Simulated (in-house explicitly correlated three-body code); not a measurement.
Computed with an exponentially correlated three-body code. Model: two electrons around a point charge, non-relativistic, variational in 260 exponentially correlated functions (energies converged to about 1e-7 hartree, or 1e-8 relative for large Z).

Command:
```bash
python run_hyl.py task.json out
```
Settings (lengths in bohr, energies in hartree):
```
Z                      5
nuclear_mass           5000
interaction_strength   1
functions              260
states_tried           13
```

Cost of the run: 22 s on 1 thread of Intel(R) Xeon(R) 6975P-C (Granite Rapids), with other jobs on the host.

**Those bound S and P states to n = 4 that converged, binding against the one-electron ion.**

Given: nuclear charge 5; mass of the centre 5000 electron masses.

Computed: one-electron threshold -12.4975005 hartree.

```csv
term,energy (hartree),binding (eV)
1 1S,-22.0264559,259.3
2 3S,-14.7309434,60.775
2 1S,-14.5756037,56.548
2 3P,-14.5704765,56.409
2 1P,-14.474158,53.788
3 3S,?,?
3 1S,-13.4093123,24.812
3 3P,-13.4074481,24.761
3 1P,?,?
4 3S,-13.0237313,14.319
4 1S,-13.0071241,13.868
4 3P,-13.0062689,13.844
4 1P,-12.9948678,13.534
```

Problem. What belongs in the row 3 3S?

Solution. energy (hartree): -13.450412; binding (eV): 25.93.

Problem. What belongs in the row 3 1P?

Solution. energy (hartree): -13.3799768; binding (eV): 24.013.

**Converged states only, values per electron or pair.**

```
term  mean r (bohr)  mean r squared (bohr²)  mean inverse r (1/bohr)  mean r12 (bohr)  mean inverse r12 (1/bohr)  mean cosine  mean p1 dot p2 (bohr⁻²)  delta r1 (bohr⁻³)  delta r12 (bohr⁻³)
1 1S        0.32462                 0.14203                   4.6867          0.48252                     2.8142    -0.026361                  0.55089             34.738              3.3112
2 3S              ?                       ?                        ?                ?                          ?            ?                        ?                  ?                   -
2 1S        0.87311                  1.2793                   3.0087           1.4813                    0.93554    -0.011569                 0.045383             21.398             0.50484
2 3P              ?                       ?                        ?                ?                          ?            ?                        ?                  ?                   -
2 1P        0.78363                  1.0227                    2.995           1.2951                     1.0013     0.031897                   1.1513             19.931             0.11024
3 3S         1.7276                  5.7106                   2.7303            3.175                    0.40232   -0.0026715                 0.010929             20.359                   -
3 1S         1.7953                  6.2107                   2.7246           3.3072                    0.42717   -0.0036769                 0.013719             20.322             0.14811
3 3P         1.6738                  5.4133                    2.725           3.0713                    0.43518    -0.016685                 -0.30558             19.821                   -
3 1P          1.724                  5.7688                   2.7206            3.163                    0.44579    0.0081692                  0.31052             19.891             0.03658
4 3S          3.003                   18.37                    2.628           5.7168                    0.23302   -0.0011385                0.0044702             20.079                   -
4 1S         3.0933                  19.556                   2.6257           5.8962                    0.24295   -0.0015772                0.0057804             20.065            0.061993
4 3P         2.9736                   18.15                   2.6259           5.6595                    0.24604   -0.0066601                  -0.1201             19.858                   -
4 1P         3.0402                   19.01                    2.624           5.7893                    0.25068     0.003266                  0.12658             19.885            0.015971
```

Problem. What belongs in the row 2 3S?

Solution. mean r (bohr): 0.82732; mean r squared (bohr²): 1.1283; mean inverse r (1/bohr): 3.0303; mean r12 (bohr): 1.4024; mean inverse r12 (1/bohr): 0.84109; mean cosine: -0.0083828; mean p1 dot p2 (bohr⁻²): 0.038567; delta r1 (bohr⁻³): 21.579.

Problem. What belongs in the row 2 3P?

Solution. mean r (bohr): 0.74878; mean r squared (bohr²): 0.92301; mean inverse r (1/bohr): 3.0112; mean r12 (bohr): 1.262; mean inverse r12 (1/bohr): 0.97074; mean cosine: -0.066046; mean p1 dot p2 (bohr⁻²): -1.265; delta r1 (bohr⁻³): 19.64.
